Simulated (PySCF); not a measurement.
A geometry optimisation on `N(C)[SiH2]C(N)=O`.

Method: PBE0-D3(BJ)/def2-SVP geometry optimisation, gas phase (PySCF 2.14.0). Start geometry: GFN2-xTB. The command runs a driver script over a list of jobs; the input below is this job's line of settings and its coordinates in Å.

Command:
```bash
OMP_NUM_THREADS=1 python probes_run.py task.json out
```

Input:
```
{"job": {"xc": "PBE0", "basis": "def2-SVP", "d3": "d3bj", "grid": 1, "shake": 0.01, "kind": "geom"}, "charge": 0, "multiplicity": 1}
C     -1.389630     1.083790     0.493510
N     -0.610880     0.783530    -0.674260
Si     0.000430    -0.791100    -1.002760
C      1.079100    -1.246140     0.560790
N      1.684860    -0.235110     1.168820
O      1.133050    -2.386390     0.971190
H     -1.050620     0.519980     1.335930
H     -2.456950     0.897230     0.334210
H     -1.309970     2.175410     0.749910
H     -0.904710     1.326590    -1.461630
H      0.891780    -0.577180    -2.136080
H     -0.927200    -1.875460    -1.223120
H      2.244970    -0.400810     1.971190
H      1.608620     0.710580     0.829850
```

Problem. Give the output.

Solution. 
```
step   0  E = -554.56456932  max force = 0.030756
step   1  E = -554.57110083  max force = 0.008746
step   2  E = -554.57144625  max force = 0.002963
step   3  E = -554.57169886  max force = 0.003425
step   4  E = -554.57192146  max force = 0.003451
step   5  E = -554.57220122  max force = 0.004604
step   6  E = -554.57231485  max force = 0.002397
step   7  E = -554.57238724  max force = 0.000747
step   8  E = -554.57240943  max force = 0.000685
step   9  E = -554.57241869  max force = 0.000437
optimisation converged
```

Energies in Eh; «max force» is the largest Cartesian gradient component in Eh/bohr.

Problem. How much energy does the optimisation release, in eV?

Solution. E(step 0) − E(last step) = 0.007849 Eh, which is 0.214 eV.

Main results: final energy -554.57242 Eh after 9 steps; dipole 4.58 D.

Problem. Give the final coordinates.

Solution. 0.241 Å rms from the input after alignment:
```
atom  x, y, z in Å
C1    -1.5869    0.8369    0.6810
N2    -0.6192    0.5281   -0.3510
Si3   -0.0718   -1.0993   -0.6515
C4     1.1309   -1.6012    0.7674
N5     1.5803   -0.5610    1.5147
O6     1.4595   -2.7598    0.9425
H7    -1.3713    0.2421    1.5831
H8    -2.6360    0.6270    0.3962
H9    -1.5277    1.8968    0.9793
H10   -0.6794    1.1446   -1.1545
H11    0.6678   -1.0791   -1.9469
H12   -1.1543   -2.1298   -0.6976
H13    2.2505   -0.7240    2.2581
H14    1.2955    0.3819    1.2791
```

Problem. Estimate the wall time. Hardware: one thread of an Arm Neoverse V2, no GPU, on a shared host. And the peak memory of the process?

Solution. About 84 s, with 0.49 GiB resident at the peak, the Python interpreter and its libraries included.
Labels such as C1 count atoms from 1, the log's own numbers from 0.
